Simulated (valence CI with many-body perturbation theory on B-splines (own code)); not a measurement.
**Hyperfine factors and g values of Ce16+**

Calculated by relativistic CI+MBPT: six valence electrons over a frozen Dirac-Fock core [Kr], radial functions for each j: 7 s, 7 p, 8 d, 6 f, 4 g, 1 h, with the one-electron correlation potential Σ1 (screened to all orders), the two-electron term Σ2, the three-electron term Σ3, Breit, model QED; selected single and double excitations, second order for the rest, scaled by the run's own slope (own B-spline code, finite nucleus).

No measured levels were compared; by estimate terms of the open shell hold to 2 to 4 % of their energy, and close levels can change places. Core correlation moves these levels by up to 10000 cm⁻¹, and in measured spectra 5 to 20 % of such shifts remained as error; rates that hang on mixing are uncertain with them. Among the levels kept, up to 1100 cm⁻¹ of a level comes from second order outside the variational space, and about a tenth of that is noise between levels of different J, which matters for small intervals. Only levels of the ground parity were solved; by the run's estimate the other parity begins above the list, which can be wrong where configurations are misplaced.

A/g_I is the dipole constant over the nuclear g factor μ/I (μ in nuclear magnetons, uniformly magnetised nucleus), B/Q the quadrupole constant per barn. Both hold the static response of the core; the bare values leave it out. Large factors of s and p1/2 electrons are usually good to 5 to 10 %; those of open d and f shells near neutrality can be off by tens of per cent, and small factors of p3/2, d and f electrons come from cancelling terms and can be off by a factor of two or in sign, in half-filled shells by more. B is blank for J = 1/2, where it vanishes, and for nearly pure S terms. Energies count from the lowest level. Levels with J = 0 are left out.

Names give the largest LS component (configuration and term), which can be under half, so a name can repeat, a term be missing and a line seem to break the LS rules; names also repeat where a configuration has a term twice. Letters in brackets count levels of one name in rising energy.

```
       Level  E (cm⁻¹)      g  A/g_I (MHz)  A/g_I bare  B/Q (MHz/b)  B/Q bare
    4d6 5D_4       0.0  1.423         1820        2330         5640      5360
4d6 5D_2 [a]     13394  1.420         1780        2280        -1670     -1570
    4d6 5D_3     18792  1.459          957        1510         1020       967
    4d6 5D_1     26308  1.450         1430        1980        -1930     -1820
4d6 3H_4 [a]     35703  1.070         3100        3110         3570      3390
    4d6 3G_5     45709  1.119         3350        3440         1940      1850
    4d6 3H_6     46274  1.133         3630        3740        -4010     -3810
4d6 5D_2 [b]     51649  1.246         1610        1870        -2960     -2800
4d6 3F_3 [a]     55086  1.002         4390        4320         2580      2430
4d6 3F_2 [a]     56886  0.999         4330        4260        -1230     -1160
4d6 3H_4 [b]     68383  0.987         3940        3840         -839      -783
    4d6 3D_1     70674  0.819         4430        4100         2230      2110
    4d6 3G_4     73355  1.102         4080        4150         -601      -570
    4d6 3D_2     73675  1.180         2980        3150         4460      4240
    4d6 3H_5     75754  1.112         3740        3820        -3260     -3080
    4d6 3D_3     78132  1.272         2170        2470        -3550     -3380
    4d6 3G_3     83050  0.928         4970        4800          282       274
    4d6 1I_6     84846  1.031         4220        4190        -5490     -5200
    4d6 1F_3     88185  1.014         4280        4230        -5350     -5070
4d6 3P_1 [a]     93669  1.249         2450        2720          100       101
4d6 1G_4 [a]     99516  1.038         4360        4340         1160      1110
4d6 1D_2 [a]    100380  1.050         4060        4050        -2450     -2340
4d6 3P_1 [b]    109940  1.478         -243         327        -1450     -1380
    4d6 3F_4    119050  1.193         3110        3300        -6210     -5890
4d6 3F_2 [b]    119440  0.743         6300        5870        -2390     -2260
4d6 1G_4 [b]    137020  1.028         4020        3980        -3950     -3730
    4d6 3P_2    137370  1.350         2120        2520        -5470     -5200
4d6 3F_3 [b]    138520  1.067         3910        3930        -6390     -6070
4d6 1D_2 [b]    162110  1.001         4430        4360         6490      6170
```
